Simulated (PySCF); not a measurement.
## Working out the excitation energy of Ge²⁺

Ge²⁺ [Ar] 3d10 4s2 (1S) → Ge²⁺ [Ar] 3d10 4s1 4p1 (3P). All numbers are calculated (PySCF 2.14, a scalar-relativistic core potential, in aug-cc-pwCVDZ-PP with ECP10MDF (6s5p4d1f, 48 functions)). Frozen: 3s2 3p6 3d10. Energies in hartree (1 hartree = 27.21139 eV):

| part | Ge²⁺ (lower) | Ge²⁺ (upper) |
| --- | --- | --- |
| UHF | -292.510115 | -292.273215 |
| CCSD correlation | -0.039027 | -0.003698 |
| (T) | 0.000000 | 0.000000 |

What does Hartree-Fock give?

(-292.273215) − (-292.510115) = 0.236900 hartree = 6.446 eV.

What do CCSD and CCSD(T) give?

The CCSD correlation energies differ by 0.035329 hartree = 0.961 eV and the triples by 0.000000 hartree = 0.000 eV, so CCSD gives 7.407 eV and CCSD(T) 7.407 eV.

A double-zeta basis recovers only part of the correlation energy.
